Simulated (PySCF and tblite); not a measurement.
Values are calculated unless marked as measured or tabulated.
System: C4H5FO2, numbered as in [CH3:1][C:2](=[O:3])/[CH:4]=[C:5](/[OH:6])[F:7].

The path came from a restrained scan, a climbing-image band and a saddle search at GFN2-xTB; energies are PBE0/pcSseg-1 + D3(BJ)//PBE0-D3(BJ)/def2-SVP, thermal terms GFN2-xTB. Rates follow Eyring's equation with the number of equivalent paths and no tunnelling. Run with tblite and PySCF.

Task: Estimate the barrier and the room-temperature rate of the rotation about the C5–O6 bond (torsion C4–C5–O6–H from 180° to 360°, rising).

Result: The electronic barrier is 5.4 kcal/mol and ΔG‡(298 K) 4.8 kcal/mol, over a C1 saddle with an imaginary mode of 447i cm⁻¹ (GFN2-xTB). With 2 equivalent paths, k is 4×10⁹ s⁻¹, a mean lifetime of the start of 250 ps against this motion. The end lies 1.1 kcal/mol above the start in free energy.
